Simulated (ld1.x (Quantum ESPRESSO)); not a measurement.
## Te, TM: configuration errors across variants

ld1.x (Quantum ESPRESSO) 7.5 input, shortened:

```
&input
   title='Te', zed=52., rel=1, dft='WC', iswitch=3,
   config='[Kr] 4d10 5s2 5p1'
 /
 &inputp
   pseudotype=2, tm=.true., lloc=0,
   nlcc=.false.
 /
3
5P  2  1   1.00   0.00  1.70  1.70  0.0
4D  3  2  10.00   0.00  0.95  0.95  0.0
5S  1  0   2.00   0.00  1.35  1.35  0.0
 &test
   configts(1)='4d10 5s2 5p1'
 /
```

All-electron excitation energies from the reference (eV): (1) 4d10 5s2 5p4 -54.750; (2) 4d10 5s2 5p3 -44.989; (3) 4d10 5s2 5p2 -26.997; (4) 4d10 5s1 5p5 -45.455; (5) 4d10 5s2 5p3.5 -50.841; (6) 4d9 5s2 5p5 -16.575; (7) 4d10 5s1 5p4 -35.105.

1 further variants failed, have other tests or too few solved ones, and are left out.

A true bound ghost makes a file unfit for plane-wave use even where its test errors are small: the radial tests pick states by their node count and pass the ghost by.

Errors AE − PS in meV (a dash: test not solved or not reliable):

```csv
change,(1),(2),(3),(4),(5),(6),(7),bound ghosts
base,+37,+27,+13,+17,+33,-458,+14,p
wave 5p (bound): rc 1.70 bohr becomes 5p (bound): rc 1.36 bohr,+12,+17,+11,-6.0,+16,+17,+7.2,p
wave 5p (bound): rc 1.70 bohr becomes 5p (bound): rc 1.96 bohr,+35,+26,+12,+3.8,+31,-597,+2.5,none
wave 5p (bound): rc 1.70 bohr becomes 5p (bound): rc 2.28 bohr,+34,+25,+12,+3.0,+30,-589,+2.1,none
wave 5p (bound): rc 1.70 bohr becomes 5p (bound): rc 2.44 bohr,+28,+21,+10,+0.1,+25,-552,+0.6,p
```

(1) Give the same row for: wave 5p (bound): rc 1.70 bohr becomes 5p (bound): rc 1.64 bohr.

Answers

(1) +38, +28, +13, +21, +34, -415, +17; bound ghosts: p.
